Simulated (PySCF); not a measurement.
# Sound and unsound settings

Molecule: `C1CC[C@]2(N=C)[C@H]1C2`, C7H11N; geometry GFN2-xTB.

Bonds (- single, = double, # triple, : aromatic): C1=N2, N2-C3, C3-C4, C4-C5, C5-C6, C6-C7, C7-C8, C7-C3, C8-C3. C1 carries H9, H10; C4 carries H11, H12; C5 carries H13, H14; C6 carries H15, H16; C7 carries H17; C8 carries H18, H19. Stereochemistry as in C=N[C@@]12CCC[C@@H]1C2. H10 is cis to C3; H18 is cis to C6 on the ring; H11, H14, H16 are cis to C8 on the ring; H9 is trans to C3; H19 is trans to C6 on the ring; H12, H13, H15 are trans to C8 on the ring.

All runs: PySCF 2.14, non-relativistic, gas phase unless a solvent (IEF-PCM) is named; grid level 2, GIAOs and SCF threshold 1e-9 unless changed. The yardstick, PBE0/pcSseg-1, gives these isotropic shieldings σ (ppm, equivalent atoms averaged): C3 128.2, C6 157.0, C5 162.8, H10 24.05, H16 29.96, H14 30.30, H18 30.74.

(1) What do these inputs give? (1) B3LYP/ANO-RCC-VDZP; (2) PBE0/6-31G*; grid level 4; guess vsap; (3) WP04/6-31G-J; level_shift 2.0; max_cycle 90; (4) SCAN/cc-pVDZ-PP; guess 1e; max_cycle 55; scale 0.529; altered: scale 0.529

(2) Comment on the technical settings and failures.

Results:

(1) 
```tsv
run	outcome	functions	wall time	C3	C6	C5	H10	H16	H14	H18
1	converged	167	2.3 min	128.6	157.0	162.1	24.03	30.08	30.43	30.88
2	converged	134	2.9 min	141.6	168.7	173.7	24.89	30.60	30.89	31.27
3	converged	140	3.2 min	123.7	151.8	156.0	25.44	31.57	31.69	31.96
4	refused	–	–	–	–	–	–	–	–	–
```

Times are on shared hosts with different chips, so compare them loosely.

(2) 
- Run 2: The orbital basis differs from the yardstick's, which in itself moves the values. The starting guess changes the path of the SCF (13 cycles), not the solution, provided the same state is reached.
- Run 3: The functional and orbital basis differ from the yardstick's, which in itself moves the values. The level shift, cycle limit change the path of the SCF (68 cycles), not the solution, provided the same state is reached.
- Run 4: The basis set has no functions for an element of the molecule, so the input is rejected. All coordinates were scaled by 0.529, as happens with a wrong length unit (bohr read as Å or the reverse).

Run 4 was set up unsoundly or failed; its numbers aren't to be quoted as properties of the molecule.
